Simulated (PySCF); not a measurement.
Choosing a molecule for a target property.

All species are isolated and taken at one optimised geometry, non-relativistic unless stated. Electronic properties by PySCF.

The conformers computed, where there is a choice (atom-mapped SMILES and torsion angles):
- `[F:1][c:2]1[cH:3][cH:4][cH:5][c:6]([N:7]([SiH3:8])[SiH3:9])[cH:10]1`: C5–C6–N7–Si8 32°
- `[CH2:1]=[C:2]([CH3:3])[Si@@H:4]1[CH2:5][C@H:6]([C:7]#[N:8])[Si@@H:9]1[F:10]`: C1–C2–Si4–C5 -131°
- `[CH3:1][CH2:2]/[CH:3]=[CH:4]\[SiH2:5][CH2:6][S:7][CH3:8]`: C1–C2–C3–C4 -124°, C3–C4–Si5–C6 -176°, C4–Si5–C6–S7 180°, Si5–C6–S7–C8 -179°
- `[CH3:1][CH:2]([CH3:3])[S:4][C@@H:5]1[CH2:6][Si@H:7]1[CH3:8]`: C1–C2–S4–C5 155°, C2–S4–C5–C6 -71°
- `[CH2:1]=[CH:2]/[C:3](=[CH:4]/[C@H:5]([SiH3:6])[C:7]#[N:8])[SiH2:9][F:10]`: C1–C2–C3–C4 176°, C3–C4–C5–Si6 -92°, C2–C3–Si9–F10 -173°

The conformers of `N#C[C@@H]1CC[SiH2]/C(=C/F)[SiH2]1` aren't listed.

(1) Wanted: HOMO–LUMO gap between 6 eV and 6.5 eV (PBE0/pcSseg-1) and HOMO energy above -7.5 eV (PBE0/pcSseg-1), at GFN2-xTB geometries. Which candidate meets both?
A. `CC/C=C\[SiH2]CSC`
B. `Fc1cccc(N([SiH3])[SiH3])c1`
C. `CC(C)S[C@@H]1C[Si@H]1C`
D. `C=C/C(=C/[C@H]([SiH3])C#N)[SiH2]F`
E. `C=C(C)[Si@@H]1C[C@H](C#N)[Si@@H]1F`
F. `N#C[C@@H]1CC[SiH2]/C(=C/F)[SiH2]1`

## Answers

(1) B. Computed values:
```csv
species,HOMO–LUMO gap,HOMO energy
C=C/C(=C/[C@H]([SiH3])C#N)[SiH2]F,5.56 eV,-7.18 eV
CC/C=C\[SiH2]CSC,5.94 eV,-6.21 eV
Fc1cccc(N([SiH3])[SiH3])c1,6.11 eV,-6.51 eV
C=C(C)[Si@@H]1C[C@H](C#N)[Si@@H]1F,6.39 eV,-7.73 eV
CC(C)S[C@@H]1C[Si@H]1C,6.64 eV,-6.06 eV
N#C[C@@H]1CC[SiH2]/C(=C/F)[SiH2]1,7.06 eV,-7.89 eV
```
